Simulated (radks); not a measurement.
The numbers below are computed, except where a source is named.
Charge is removed step by step from the 2s1/2 level of the magnesium ion Mg+, starting from [Ne] 3s1. Level of theory: Dirac Kohn-Sham, PBE, spin-unpolarised, spherical densities, point nucleus (a radial shooting solver on a logarithmic mesh with Libxc functionals).

removed (e)  E - E(0) (eV)  eigenvalue (eV)  E minus straight line (eV)
0                    0.000          -88.910                       0.000
0.125               11.311          -92.074                      -1.430
0.25                23.020          -95.282                      -2.461
0.375               35.133          -98.532                      -3.089
0.5                 47.655          -101.82                      -3.309
0.625               60.591          -105.15                      -3.114
0.75                73.945          -108.52                      -2.501
0.875               87.722          -111.92                      -1.464
1                   101.93          -115.36                       0.000

Removing the whole electron costs 101.93 eV by Delta-SCF, against 88.910 eV from minus the eigenvalue at the starting occupation. Slater's transition state (half an electron removed) gives 101.82 eV. Integrating minus the eigenvalue over the occupation (Janak's theorem) gives 101.93 eV. The mean slope of the eigenvalue, de/dn, is 26.5 eV per electron.
